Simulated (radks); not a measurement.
Effect of the nuclear size on neutral manganese, [Ar] 3d5 4s2. Calculated with a radial shooting solver on a logarithmic mesh with Libxc functionals: Dirac Kohn-Sham, PBE, spin-unpolarised, spherical densities, finite nucleus; open shells fill j = l - 1/2 first; Fermi nuclear charge, rms radius 3.7057 fm. The rms radius is varied about that value; shifts are against it.

rms radius (fm)	total energy shift (eV)	density at nucleus (e/bohr^3)	1s1/2 shift (meV)	2s1/2 shift (meV)	2p1/2 shift (meV)	3s1/2 shift (meV)
3.0127	-0.0311	1.328e+04	-13.2	-1.16	0.131	-0.160
3.4722	-0.0112	1.321e+04	-4.72	-0.418	0.047	-0.058
3.7057	0	1.317e+04	0.000	0.000	0.000	0.000
3.9985	0.0150	1.313e+04	6.34	0.561	-0.063	0.077
4.6136	0.0500	1.306e+04	21.2	1.87	-0.212	0.258

Slopes of the eigenvalues against <r^2> in GHz/fm^2, as finite differences over the two radii next to the reference (eigenvalue slopes, not the field-shift constants of lines): 1s1/2 680, 2s1/2 60.2, 2p1/2 -6.81, 3s1/2 8.29.
